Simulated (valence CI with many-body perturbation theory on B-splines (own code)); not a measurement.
# Sensitivity of CI+MBPT for Ba XXXV

Calculated by configuration interaction combined with many-body perturbation theory (CI+MBPT): four valence electrons over a frozen Dirac-Fock core [Ar], a basis of 6 s, 6 p, 5 d, 5 f, 1 g functions for each j, with the one-electron correlation potential Σ1, the two-electron term Σ2, the three-electron term Σ3, Breit, model QED; selected CI, second order for the rest, scaled by the run's own slope (own B-spline code, finite nucleus).

The last digits are not significant, and no measured levels were compared; by estimate large intervals hold to a few tenths of a per cent, small ones and those within an open d or f shell to about a per cent. Only levels of the ground parity were solved; by the run's estimate the other parity begins above the list, which can be wrong where configurations are misplaced.

The reference run has the lowest level (3d3/2^4) J=0 and an ionisation energy of 2255.85 eV. Its largest variational space holds 8174 state functions.

Levels are named by their leading jj configuration (3d3/2^4 stands for four electrons in 3d with j = 3/2), which in mixed levels can hold well under half, so a name can repeat and another be missing. Letters in brackets count levels of one name in rising energy.

Changed runs:
A. highest l with Σ1, explicit Σ2 and valence Breit (higher l get mean screening factors) 3 → 2; Davidson tolerance 2e-05 → 0.0003
B. selection threshold (hartree) 2e-08 → 1e-06
C. selection threshold (hartree) 2e-08 → 1e-06; logarithmic knot step 0.27 → 0.4
D. closed core [Ar] → [Ar] 3d1 (bad on purpose)

Excitation energies of the reference run in cm⁻¹, and shifts in cm⁻¹:

```
                    Level  Reference      A         B        C
      (3d3/2^3 3d5/2) J=1     102642   -185      +0.2     -1.1
      (3d3/2^3 3d5/2) J=2     158214   -155      +0.1     -1.6
      (3d3/2^3 3d5/2) J=4     172519   +228      -0.1     -1.2
      (3d3/2^3 3d5/2) J=3     183592    -17      -0.3     -1.9
    (3d3/2^2 3d5/2^2) J=0     260286    -36         0     -2.0
(3d3/2^2 3d5/2^2) J=4 [a]     273569    +93         0     -2.3
(3d3/2^2 3d5/2^2) J=2 [a]     288513   +211      -0.1     -1.9
(3d3/2^2 3d5/2^2) J=3 [a]     291350   +169      -0.3     -2.6
    (3d3/2^2 3d5/2^2) J=5     313256   +381      -0.8     -3.2
    (3d3/2^2 3d5/2^2) J=1     325044    +99      -0.1     -2.3
    (3d3/2^2 3d5/2^2) J=6     329907   +544      -0.7     -3.1
(3d3/2^2 3d5/2^2) J=4 [b]     353948   +415      -0.1     -2.3
   Ionisation energy (eV)    2255.85  -0.05  -0.00032  -0.0058
```

Run D: It gave no result: the perturbation theory needs a core of closed shells. The program said: "the core must hold closed shells only".
